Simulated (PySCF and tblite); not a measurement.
Values are calculated unless marked as measured or tabulated.
System: C5HFN2O2, numbered as in [N:1]#[C:2][C:3](=[O:4])/[C:5]([F:6])=[C:7](/[OH:8])[C:9]#[N:10].

Motion: rotation about the C3–C5 bond (torsion C2–C3–C5–F6 from 0° to 180°, rising). GFN2-xTB gives an electronic barrier of 9.3 kcal/mol and a reaction energy of 3.0 kcal/mol.

PBE0/pcSseg-1 + D3(BJ) on GFN2-xTB geometries gives 11.3 kcal/mol and k(298 K) = 6.8×10⁴ s⁻¹.

What does revPBE/pcSseg-1 + D3(BJ) give on GFN2-xTB geometries?

A barrier of 11.6 kcal/mol, 0.3 above the first DFT barrier (from unrounded values), a reaction energy of 1.6 kcal/mol and, with GFN2-xTB thermal terms, ΔG‡(298 K) = 11.6 kcal/mol and k = 4.1×10⁴ s⁻¹ (2 equivalent paths).

Programs: tblite and PySCF.
